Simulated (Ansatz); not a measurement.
Ansatz (an electronic-structure program) input (B3LYP-D3(BJ)/def2-TZVP):

Ansatz 0.2 input:
```yaml
crystal:
  periodic: [false, false, false]
  atoms:
    - {symbol: Cl, position_ang: [-0.00000000, -0.00000000, -1.35630350]}
    - {symbol: Ge, position_ang: [0.00000000, 0.00000000, 0.72053623]}
basis:
  gaussian:
    orbitals: def2-TZVP
hamiltonian:
  xc: b3lyp
  dispersion: d3bj
total_charge: 1
phonons: {temperatures: {t_min: 298.15, t_max: 298.15, t_step: 100}}
```

Output:

```
Functional definition: B3LYP
integrals: 0.02 GiB planned
652 factors; their error is unknown
mean field: 0.22 GiB planned
mean field evaluation 1: about -69029.4010 eV, gradient 4.8e1 eV
mean field evaluation 2: about -68960.9403 eV, gradient 1.5e2 eV
mean field evaluation 4: about -69035.1913 eV, gradient 7.8e0 eV
mean field evaluation 8: about -69035.3389 eV, gradient 2.1e-2 eV
mean field evaluation 16: about -69035.5848 eV, gradient 8.9e-6 eV
mean field -69035.58482379 eV, -2537.0109482742 hartree, gradient 8.9e-6 eV, S^2 0.000000; 0 other end points of the search recorded, 0 dependent functions left out
the calculation of the forces begins
reference -69035.58500309 eV, -2537.0109548634 hartree; 24, 24 occupied and 61, 61 virtual orbitals, 652 factors
these checks for a lower state are left out or cut short: stability, starts, cluster_reference, orbital_swaps, neighbouring_geometries, increment
integrals: 0.02 GiB planned
652 factors; their error is unknown
mean field: 0.22 GiB planned
mean field -69035.58482379 eV, -2537.0109482743 hartree, gradient 3.5e-7 eV, S^2 0.000000; 0 other end points of the search recorded, 0 dependent functions left out
the calculation of the forces begins
reference -69035.58500309 eV, -2537.0109548635 hartree; 24, 24 occupied and 61, 61 virtual orbitals, 652 factors
these checks for a lower state are left out or cut short: stability, starts, cluster_reference, orbital_swaps, neighbouring_geometries, increment
integrals: 0.02 GiB planned
652 factors; their error is unknown
mean field: 0.22 GiB planned
mean field -69035.58482379 eV, -2537.0109482743 hartree, gradient 3.5e-7 eV, S^2 0.000000; 0 other end points of the search recorded, 0 dependent functions left out
the calculation of the forces begins
reference -69035.58500309 eV, -2537.0109548635 hartree; 24, 24 occupied and 61, 61 virtual orbitals, 652 factors
these checks for a lower state are left out or cut short: stability, starts, cluster_reference, orbital_swaps, neighbouring_geometries, increment
integrals: 0.02 GiB planned
652 factors; their error is unknown
mean field: 0.22 GiB planned
mean field evaluation 32: about -69035.5848 eV, gradient 8.1e-2 eV
mean field -69035.58482379 eV, -2537.0109482743 hartree, gradient 3.5e-7 eV, S^2 0.000000; 0 other end points of the search recorded, 0 dependent functions left out
the calculation of the forces begins
reference -69035.58500309 eV, -2537.0109548635 hartree; 24, 24 occupied and 61, 61 virtual orbitals, 652 factors
these checks for a lower state are left out or cut short: stability, starts, cluster_reference, orbital_swaps, neighbouring_geometries, increment
integrals: 0.02 GiB planned
652 factors; their error is unknown
mean field: 0.22 GiB planned
mean field -69035.58482379 eV, -2537.0109482743 hartree, gradient 3.5e-7 eV, S^2 0.000000; 0 other end points of the search recorded, 0 dependent functions left out
the calculation of the forces begins
reference -69035.58500309 eV, -2537.0109548635 hartree; 24, 24 occupied and 61, 61 virtual orbitals, 652 factors
these checks for a lower state are left out or cut short: stability, starts, cluster_reference, orbital_swaps, neighbouring_geometries, increment
integrals: 0.02 GiB planned
652 factors; their error is unknown
mean field: 0.22 GiB planned
mean field -69035.58475240 eV, -2537.0109456506 hartree, gradient 1.5e-6 eV, S^2 0.000000; 0 other end points of the search recorded, 0 dependent functions left out
the calculation of the forces begins
reference -69035.58493164 eV, -2537.0109522375 hartree; 24, 24 occupied and 61, 61 virtual orbitals, 652 factors
these checks for a lower state are left out or cut short: stability, starts, cluster_reference, orbital_swaps, neighbouring_geometries, increment
integrals: 0.02 GiB planned
652 factors; their error is unknown
mean field: 0.22 GiB planned
mean field -69035.58476184 eV, -2537.0109459976 hartree, gradient 1.5e-6 eV, S^2 0.000000; 0 other end points of the search recorded, 0 dependent functions left out
the calculation of the forces begins
reference -69035.58494120 eV, -2537.0109525890 hartree; 24, 24 occupied and 61, 61 virtual orbitals, 652 factors
these checks for a lower state are left out or cut short: stability, starts, cluster_reference, orbital_swaps, neighbouring_geometries, increment
integrals: 0.02 GiB planned
652 factors; their error is unknown
mean field: 0.22 GiB planned
mean field evaluation 64: about -69035.5848 eV, gradient 4.0e-5 eV
mean field -69035.58482379 eV, -2537.0109482743 hartree, gradient 3.5e-7 eV, S^2 0.000000; 0 other end points of the search recorded, 0 dependent functions left out
the calculation of the forces begins
reference -69035.58500309 eV, -2537.0109548635 hartree; 24, 24 occupied and 61, 61 virtual orbitals, 652 factors
these checks for a lower state are left out or cut short: stability, starts, cluster_reference, orbital_swaps, neighbouring_geometries, increment
integrals: 0.02 GiB planned
652 factors; their error is unknown
mean field: 0.22 GiB planned
mean field -69035.58482379 eV, -2537.0109482743 hartree, gradient 3.5e-7 eV, S^2 0.000000; 0 other end points of the search recorded, 0 dependent functions left out
the calculation of the forces begins
reference -69035.58500309 eV, -2537.0109548635 hartree; 24, 24 occupied and 61, 61 virtual orbitals, 652 factors
these checks for a lower state are left out or cut short: stability, starts, cluster_reference, orbital_swaps, neighbouring_geometries, increment
integrals: 0.02 GiB planned
652 factors; their error is unknown
mean field: 0.22 GiB planned
mean field -69035.58482379 eV, -2537.0109482743 hartree, gradient 3.5e-7 eV, S^2 0.000000; 0 other end points of the search recorded, 0 dependent functions left out
the calculation of the forces begins
reference -69035.58500309 eV, -2537.0109548635 hartree; 24, 24 occupied and 61, 61 virtual orbitals, 652 factors
these checks for a lower state are left out or cut short: stability, starts, cluster_reference, orbital_swaps, neighbouring_geometries, increment
integrals: 0.02 GiB planned
652 factors; their error is unknown
mean field: 0.22 GiB planned
mean field -69035.58482379 eV, -2537.0109482743 hartree, gradient 3.5e-7 eV, S^2 0.000000; 0 other end points of the search recorded, 0 dependent functions left out
the calculation of the forces begins
reference -69035.58500309 eV, -2537.0109548635 hartree; 24, 24 occupied and 61, 61 virtual orbitals, 652 factors
these checks for a lower state are left out or cut short: stability, starts, cluster_reference, orbital_swaps, neighbouring_geometries, increment
integrals: 0.02 GiB planned
652 factors; their error is unknown
mean field: 0.22 GiB planned
mean field evaluation 96: about -69035.5848 eV, gradient 1.5e-6 eV
mean field -69035.58476184 eV, -2537.0109459976 hartree, gradient 1.5e-6 eV, S^2 0.000000; 0 other end points of the search recorded, 0 dependent functions left out
the calculation of the forces begins
reference -69035.58494120 eV, -2537.0109525890 hartree; 24, 24 occupied and 61, 61 virtual orbitals, 652 factors
these checks for a lower state are left out or cut short: stability, starts, cluster_reference, orbital_swaps, neighbouring_geometries, increment
integrals: 0.02 GiB planned
652 factors; their error is unknown
mean field: 0.22 GiB planned
mean field -69035.58475240 eV, -2537.0109456506 hartree, gradient 1.5e-6 eV, S^2 0.000000; 0 other end points of the search recorded, 0 dependent functions left out
the calculation of the forces begins
reference -69035.58493164 eV, -2537.0109522375 hartree; 24, 24 occupied and 61, 61 virtual orbitals, 652 factors
Total energy: -69035.65935880 eV, -2537.0136873852 hartree
Atom 0 at    -0.000000    -0.000000    -1.356304 Å, force     0.000000     0.000000     0.000476 eV/Å
Atom 1 at     0.000000     0.000000     0.720536 Å, force    -0.000000     0.000000    -0.000476 eV/Å
Dipole moment:    -0.000000     0.000000     0.481937 e Å
Vibrations: 493.57 cm⁻¹, zero-point energy 0.030597 eV
```
